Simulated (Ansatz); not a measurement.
Geometry optimisation, RHF/def2-SVP in Ansatz 0.2.0.

input.yaml

```yaml
crystal:
  periodic: [false, false, false]
  atoms:
    - { symbol: Si, position_ang: [-0.588147, -0.827567, -0.773936] }
    - { symbol: S, position_ang: [0.218293, 1.669452, 1.494232] }
    - { symbol: F, position_ang: [-1.055049, -2.004547, -1.735307] }
    - { symbol: F, position_ang: [-0.059028, -1.529218, 0.54906] }
    - { symbol: H, position_ang: [-1.694937, 0.072826, -0.545668] }
    - { symbol: H, position_ang: [1.191591, 1.676842, 0.562337] }
    - { symbol: Br, position_ang: [1.166155, 0.175914, -1.821731] }
    - { symbol: H, position_ang: [0.821022, 0.766299, 2.271112] }
basis:
  gaussian: { orbitals: def2-SVP }
hamiltonian:
  xc: hf
relax:
  f_tol: 0.03
  max_steps: 50
output:
  orbitals: {}
```

Run as:

```bash
$ ansatz run input.yaml --threads 2 --pin off --max-ram 3072MiB --backend cpu --events-out ev --progress --plain --runs-dir out
```

Q: Where does it end, and by what steps?

A: It converged. After 8 steps the energy has fallen by 0.156 eV; H6 moved furthest, 0.76 Å.

| step | energy less start (eV) | largest force component (eV/Å) | accepted |
| --- | --- | --- | --- |
| 0 | 0.0000 | 0.815 | yes |
| 1 | -0.1153 | 0.303 | yes |
| 2 | -0.1357 | 0.494 | yes |
| 3 | -0.1472 | 0.122 | yes |
| 4 | -0.1515 | 0.076 | yes |
| 5 | -0.1517 | 0.300 | yes |
| 6 | -0.1546 | 0.160 | yes |
| 7 | -0.1558 | 0.119 | yes |
| 8 | -0.1564 | 0.012 | yes |

```xyz
8
Properties=species:S:1:pos:R:3
Si -0.617 -0.951 -0.936
S 0.288 1.851 1.689
F -1.184 -2.209 -1.728
F -0.029 -1.513 0.431
H -1.691 -0.007 -0.695
H 1.437 2.162 1.086
Br 1.021 -0.084 -2.112
H 0.776 0.751 2.266
```

The run took 11 s on 2 threads of Intel(R) Xeon(R) 6975P-C (Granite Rapids), with other jobs on the host, peak memory 0.27 GiB.
